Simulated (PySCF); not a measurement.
# How the method changes the shape and vibrations of F2HOSi anion

Calculated results; nothing here was measured. They come from PySCF 2.14.0, an open-source quantum chemistry program, on an isolated molecule that a program drew, which may never have been made. The molecule is F2HOSi anion (charge -1, singlet), drawn as the SMILES string `[O-][SiH](F)F`.

The geometry was optimised and harmonic frequencies were computed with HF and MP2, all in the aug-cc-pV(D+d)Z basis, for the commonest isotopes, with a restricted reference for singlets and an unrestricted one otherwise, and a frozen core in MP2. Each result is a local minimum of its method.

Geometry at the HF minimum:
```xyz
5
F2HOSi anion, angstrom
O     2.2456    0.9135    1.7971
Si    1.6380    0.8967    0.3920
F     2.6662    1.1499   -0.8539
F     0.9853   -0.5169   -0.1071
H     0.5454    1.8629    0.0892
```

Lengths of the bonds as drawn, in Å (atoms numbered as above):
```
  bond     HF    MP2
O1-Si2  1.531  1.571
Si2-F3  1.635  1.674
Si2-F4  1.635  1.674
Si2-H5  1.490  1.494
```

Rotational constants, in GHz:
| constant | HF | MP2 |
|---|---|---|
| A | 7.637 | 7.33 |
| B | 6.912 | 6.561 |
| C | 4.076 | 3.874 |

Harmonic frequencies in cm^-1, each column in rising order, so a row needn't be the same motion in every method:
```
rank,HF,MP2
1,323,296
2,344,309
3,465,?
4,778,710
5,803,738
6,919,855
7,953,885
8,1216,1102
9,2224,2185
```

**Estimate the missing MP2 frequency from the HF column.**

A single factor s that minimises the squared misfit of MP2 against s times HF over the other rows is sum(HF x MP2) / sum(HF^2) = 0.9508, with an rms misfit of 37 cm^-1. For rank 3 it gives 0.9508 x 465 = 442 cm^-1. The calculation gives 419 cm^-1, 23 cm^-1 below the estimate. The drawn bonds are on average 1.9 % longer in MP2 than in HF.
